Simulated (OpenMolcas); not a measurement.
**V3+: moving the ligands**

V3+ with 4 ligands (chloride) in tetrahedral coordination (Td) at 2.27 Å. A charge of +0.25 e stands 2.4 Å behind each ligand. Ligand basis ANO-RCC-VDZP.

| Quantity | Value |
| --- | --- |
| Program | OpenMolcas 26.06 |
| Method | CASSCF |
| Basis | ANO-RCC-VTZP [6s5p3d2f1g] |
| Scalar Hamiltonian | DKH2, point nucleus |
| Active space | 2 electrons in 5 orbitals (3d) |
| State averaging | 2S+1 = 3 even, 10 roots; 2S+1 = 1 even, 15 roots |
| Spin-orbit coupling | state interaction with AMFI integrals over the reference wave functions |

Runs around this geometry, states (labels of Td). Energies in cm-1 above the lowest state or level, χT in cm3 K/mol.

```tsv
R (Å)	Ground state	First state of that spin	First gap with spin-orbit (degeneracies)	χT at 300 K	First state of another spin
2.15	3A2	3T2 6689	6646 (3, 1)	0.981	1E 13469
2.27	3A2	3T2 5437	5385 (3, 1)	0.975	1E 13801
2.33	3A2	3T2 4915	4861 (3, 1)	0.972	1E 13907
```

Taking the first state of the same spin as R^-n, n = -ln(4915 / 6689) / ln(2.33 / 2.15) = 3.8 between the shortest and longest distance.

Without dynamic correlation the repulsion within the d shell is too large (B by tens of per cent), so at a given field states of lower spin stand too high. Ligand-to-metal charge-transfer states are missing. With no ligand orbital active B as a rule stays too high, so bands that hang on it stand too high and its fall with covalency is understated. With metal d orbitals alone and no dynamic correlation the field as a rule comes out too small, by tens of per cent, by up to half for chloride and softer ligands. The least metal-like active orbital is 85 % on the metal (Löwdin) and no ligand orbital is active, so the numbers are rough (holds for R = 2.15). No measured value stands beside these numbers; the geometry was imposed, not optimised, and the real ion may take another.
